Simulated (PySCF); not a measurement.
Point-charge models of `C(/CC)(=C\SC)[SiH2]C#C` against its computed dipole.

Coordinates (GFN2-xTB, Å) and charges (e) from the PBE0/pcSseg-1 density (PySCF):

```
atom       x       y       z  Mulliken      IAO  Hirshfeld  ESP-fitted
  C1   2.255   3.257  -0.955   -0.1897  -0.1940    -0.0830     -0.3861
  C2   1.337   2.493  -1.090   -0.2005  -0.3211    -0.1443     -0.0750
 Si3  -0.082   1.323  -1.313   +0.7429  +0.7441    +0.3355     +0.3768
  C4  -0.033   0.117   0.141   -0.4917  -0.2869    -0.1016     -0.2790
  C5  -1.070  -0.667   0.423   -0.1681  -0.2545    -0.0690     -0.1502
  S6  -2.580  -0.689  -0.475   +0.0117  +0.1500    +0.0296     -0.0868
  C7  -3.501  -1.919   0.500   -0.3841  -0.5013    -0.1135     -0.4772
  C8   1.219   0.007   0.968   -0.1697  -0.2392    -0.0687     +0.1922
  C9   2.338  -0.664   0.173   -0.2793  -0.4121    -0.1191     -0.2563
 H10   3.057   3.928  -0.834   +0.0628  +0.2017    +0.0971     +0.3075
 H11   0.098   0.609  -2.586   -0.0535  -0.1104    -0.0708     -0.0609
 H12  -1.326   2.099  -1.299   -0.0655  -0.1008    -0.0714     -0.0633
 H13  -1.063  -1.367   1.249   +0.1189  +0.1424    +0.0458     +0.2056
 H14  -4.483  -2.007   0.046   +0.1566  +0.1724    +0.0563     +0.2231
 H15  -3.596  -1.576   1.527   +0.1542  +0.1586    +0.0486     +0.1627
 H16  -2.987  -2.876   0.459   +0.1538  +0.1581    +0.0480     +0.1632
 H17   1.020  -0.570   1.875   +0.1096  +0.1299    +0.0381     -0.0201
 H18   1.545   1.008   1.262   +0.1357  +0.1445    +0.0334     +0.0161
 H19   3.233  -0.761   0.784   +0.1135  +0.1397    +0.0407     +0.0593
 H20   2.580  -0.072  -0.706   +0.1305  +0.1406    +0.0334     +0.0742
 H21   2.030  -1.657  -0.150   +0.1120  +0.1386    +0.0348     +0.0745
```

Compute μ = Σ q r for each scheme (1 e·Å = 4.803 D) and compare with the dipole of the full density.

The full density gives (-0.16, -1.36, 1.60) D, 2.11 D in size; dipole vectors point from the negative to the positive end.

| scheme | μx | μy | μz | size (D) | share of the full size (%) | angle to the full dipole (°) |
| --- | --- | --- | --- | --- | --- | --- |
| Mulliken | -2.03 | -2.21 | -0.66 | 3.07 | 146 | 69 |
| IAO | -1.48 | -0.90 | -0.24 | 1.75 | 83 | 73 |
| Hirshfeld | -1.09 | -0.75 | 0.30 | 1.36 | 65 | 54 |
| ESP-fitted | -0.18 | -1.41 | 1.61 | 2.15 | 102 | 1 |

Which set comes closest?

Length of the difference vector: ESP-fitted 0.06 D, Hirshfeld 1.71 D, IAO 2.31 D, Mulliken 3.05 D. Closest: ESP-fitted. ESP charges are fitted to the potential around the molecule, whose slowest-falling term is the dipole's. 

What is left for the Hirshfeld atoms' own dipoles?

The shares of the density sum to the whole, so what Σ q r misses lies in dipoles about the nuclei. The atomic dipoles sum to (-0.16, -1.36, 1.60) − (-1.09, -0.75, 0.30) = (0.93, -0.61, 1.30) D, 1.71 D in size.

With the origin at the mean of the coordinates, (0.000, 0.001, 0.000) Å, which are the largest single terms, by size, of the ESP-fitted dipole along the direction of the full one?

C1 +5.56, H10 -5.03, C7 -4.32, Si3 -3.34, H15 +1.91 D; all 21 atoms together +2.15 D. The single terms depend on the origin, their sum doesn't.

Give the size of the full dipole in other units.

2.11 D = 0.829 au = 0.439 e·Å = 7.03 × 10⁻³⁰ C·m.

One conformer (not necessarily the lowest) at the GFN2-xTB geometry, without solvent, vibrations or thermal averaging.

The values belong to the conformer `[CH:1]#[C:2][SiH2:3]/[C:4](=[CH:5]\[S:6][CH3:7])[CH2:8][CH3:9]`: C2–Si3–C4–C5 166°, C4–C5–S6–C7 -178°, Si3–C4–C8–C9 -70°.
